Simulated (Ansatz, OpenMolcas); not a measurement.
How methods differ on CHClFGeN (SMILES N#[C][GeH]([F])[Cl])

The species is CHClFGeN (6 atoms), meant as a singlet with charge 0. As SMILES, `N#[C][GeH]([F])[Cl]`. The shape is that of a PBE0-D4/def2-TZVP optimisation.

```xyz
6

N    -1.0369   -2.3070    0.0307
C    -0.5440   -1.2673    0.0401
Ge    0.2371    0.4779    0.1077
F     1.8960    0.2538   -0.2766
Cl   -0.6276    1.6481   -1.4239
H     0.1173    1.1304    1.4758
```

Quantity: the energy change with the Ge3–F4 bond stretched from 1.718 to 3.092 Å, in eV. The values are calculated.

```
                       level                    kind     program  value (eV)  CPU time (all runs)
 revPBE/cc-pVDZ (restricted)                     GGA  OpenMolcas        4.03                 53 s
  B3LYP/cc-pVDZ (restricted)           global hybrid  OpenMolcas        4.58                 53 s
wB97M-V/cc-pVDZ (restricted)  range-separated hybrid      Ansatz        5.19              3.4 min
  wB97X/cc-pVDZ (restricted)  range-separated hybrid      Ansatz        5.18                 75 s
RPA@PBE/cc-pVDZ (restricted)                     RPA      Ansatz        3.97                 45 s
BCCD(T)/cc-pVDZ (restricted)   coupled cluster or CI      Ansatz        4.58                2 min
CCSD(T)/cc-pVDZ (restricted)   coupled cluster or CI  OpenMolcas        4.37              3.4 min
   CCSD/cc-pVDZ (restricted)   coupled cluster or CI      Ansatz        4.95                 70 s
```

All-electron rows without a relativistic Hamiltonian named are non-relativistic. The first shape isn't each level's own minimum. The values span 3.97 to 5.19 eV. The coupled-cluster rows rest on a doubtful reference here (large T1 or Brueckner and Hartree–Fock orbitals at odds), and rows may lie in different states. In the correlated wave-function rows the outer d shell of Ge is correlated, in sets not made for it. Times are those of the runs behind each value, whatever else they computed, on shared processors of several kinds: orders of magnitude only.
